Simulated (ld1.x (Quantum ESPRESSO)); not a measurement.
**Al (Z = 13): excitation energies, all-electron against ultrasoft**

aluminium, ultrasoft, made with ld1.x (Quantum ESPRESSO) 7.5 (PBE, non-relativistic). Core [Ne], reference 3s1.5 3p0 (charge +1.5). Waves: 3s (bound): rcut 1.75, rcutus 2.00 bohr; 3s channel at -0.45 Ry: rcut 1.75, rcutus 2.00 bohr; 3p (bound, empty): rcut 2.05, rcutus 2.30 bohr; 3p channel at -0.35 Ry: rcut 2.05, rcutus 2.30 bohr. Local part: all-electron potential smoothed inside 2.05 bohr (lloc = -1). Core correction: a·sin(br)/r model core, default radius (core density twice the valence density). Augmentation charge: PSQ, radius 1.30 bohr.

Energies are relative to the spin-unpolarised reference configuration 3s1.5 3p0; without spin polarisation the order of configurations can differ from experiment.

Problem. Give the all-electron excitation energy and the error of the potential for: 3s2 3p1; 3s2 3p0; 3s1 3p0; 3s2 3p1.3; 3s1 3p1; 3s2 3p0.5; 3s0 3p3.

Solution.

```json
{"valence configuration": "3s2 3p1", "charge": "0", "ΔE all-electron (eV)": "-14.251", "error AE − PS (meV)": "+3.4"}
{"valence configuration": "3s2 3p0", "charge": "+1", "ΔE all-electron (eV)": "-8.480", "error AE − PS (meV)": "+2.0"}
{"valence configuration": "3s1 3p0", "charge": "+2", "ΔE all-electron (eV)": "10.712", "error AE − PS (meV)": "+3.9"}
{"valence configuration": "3s2 3p1.3", "charge": "-0.3", "ΔE all-electron (eV)": "-14.828", "error AE − PS (meV)": "+3.5"}
{"valence configuration": "3s1 3p1", "charge": "+1", "ΔE all-electron (eV)": "-2.708", "error AE − PS (meV)": "+1.1"}
{"valence configuration": "3s2 3p0.5", "charge": "+0.5", "ΔE all-electron (eV)": "-12.161", "error AE − PS (meV)": "+2.9"}
{"valence configuration": "3s0 3p3", "charge": "0", "ΔE all-electron (eV)": "-3.868", "error AE − PS (meV)": "+8.7"}
```

Levels in the configuration 3s1 3p1:

```tsv
level	all-electron (eV)	pseudo (eV)
3s	-15.575	-15.573
3p	-9.753	-9.754
```
